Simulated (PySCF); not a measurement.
**Polarisability as a sum over states**

Compound: CH₈Ge₂.
Geometry (PBE0-D3(BJ)/def2-SVP, Å), atoms numbered from 1 in this order:
```
atom  x, y, z in Å
Ge1    1.5435    0.6353   -0.0012
C2     0.2030   -0.7830   -0.1452
Ge3   -1.6422   -0.1733    0.0855
H4     2.9601    0.0562   -0.1880
H5     1.2943    1.7050   -1.0820
H6     1.4563    1.3027    1.3850
H7     0.4188   -1.5538    0.6113
H8     0.2983   -1.2591   -1.1340
H9    -1.9832    0.8864   -0.9801
H10   -1.8157    0.4569    1.4812
H11   -2.6243   -1.3534   -0.0536
```

Method used: TDDFT wB97X-D/def2-SVPD, vertical, gas phase, core orbitals frozen in the response in PySCF. The wB97X-D/def2-SVPD calculation is non-relativistic and has no spin–orbit coupling, an omission that weighs most on germanium.

Excitation energies and transition dipoles (atomic units, axes of the coordinates) of those of the lowest 10 singlets that add 0.02 au or more to the mean polarisability:

```csv
state,ΔE (hartree),μx,μy,μz
S1,0.2883,0.306,0.080,-0.008
S2,0.3038,0.046,-0.173,-0.034
S3,0.3079,-1.438,-0.364,0.038
S4,0.3142,0.341,0.085,-0.001
S5,0.3169,0.116,-0.480,-0.084
S7,0.3178,-0.036,0.099,-0.613
S8,0.3227,-0.121,-0.205,-0.029
S9,0.3228,0.213,-0.663,-0.129
S10,0.3267,-0.041,0.088,-0.514
```

What does each state add to αxx, αyy and αzz, and how do the sums compare with the full static tensor?

Each state adds 2 μα² / ΔE.

| state | αxx (au) | αyy (au) | αzz (au) |
| --- | --- | --- | --- |
| S1 | 0.65 | 0.04 | 0.00 |
| S2 | 0.01 | 0.20 | 0.01 |
| S3 | 13.43 | 0.86 | 0.01 |
| S4 | 0.74 | 0.05 | 0.00 |
| S5 | 0.09 | 1.45 | 0.04 |
| S7 | 0.01 | 0.06 | 2.36 |
| S8 | 0.09 | 0.26 | 0.01 |
| S9 | 0.28 | 2.73 | 0.10 |
| S10 | 0.01 | 0.05 | 1.62 |
| all 10 states | 15.3 | 5.7 | 4.1 |
| full response | 90.0 | 72.3 | 68.7 |
| share (%) | 17 | 8 | 6 |

The rest comes from the higher roots of the same response equations.

Give the full tensor and its principal values.

In au, rows and columns x, y, z:
```
x   90.0  4.8 -0.7
y    4.8 72.3  0.3
z   -0.7  0.3 68.7
```
Principal values 68.6, 71.2 and 91.2 au; mean 77.0 au (11.41 Å³).

By how much does the contribution of these states grow at 1064 nm?

With ω = 0.0428 hartree each state's term in the mean polarisability goes from f / ΔE² to f / (ΔE² − ω²), f = (2/3) ΔE |μ|²; the sum over all 10 states goes from 8.39 to 8.55 au, a rise of 0.16 au.
